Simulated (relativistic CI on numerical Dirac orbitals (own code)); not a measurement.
Computed by Dirac-Coulomb-Breit CI, orbitals from a KLI potential per configuration, QED by a radiative potential, unscaled Slater integrals (own radial code, finite nucleus).

The strongest absorption lines from the ground level of an ion, among the configurations computed and to levels below about 194 eV (vacuum wavelength in nm, gf): 8.1456 (0.37), 8.1924 (0.46), 8.2150 (0.45), 8.2343 (0.23), 8.2386 (0.86), 8.3957 (0.38), 8.5809 (0.59), 8.6212 (0.33).

Which ion is it?
A. Zr XX
B. Ru XXII
C. Zr XVIII
D. Sr XVI

C. Zr XVIII has 23 electrons and the ground level 3s2.3p6.3d5 6S_5/2; the strongest line goes to 3s2.3p5.3d6 6P°_7/2. The pattern of lines fixes the number of electrons, and along that sequence the line energies rise steadily with the charge (about as its square where n changes within one kind of shell, about linearly where n is kept but much faster in heavy ions where fine structure, which grows about as Z⁴, sets the gap, and irregularly where shells cross), which fixes Z. Configurations outside the model, such as inner-shell arrays, can give stronger lines. At this charge energies of transitions that change n are usually good to better than 1 %, and those within a shell (Δn = 0) to a few per cent. Terms inside the open d or f shell come out 10 to 20 % too wide with unscaled integrals.

LS names give the leading component of a level, which can be under half, so a name can repeat, a term be missing and a line seem to break the LS rules.
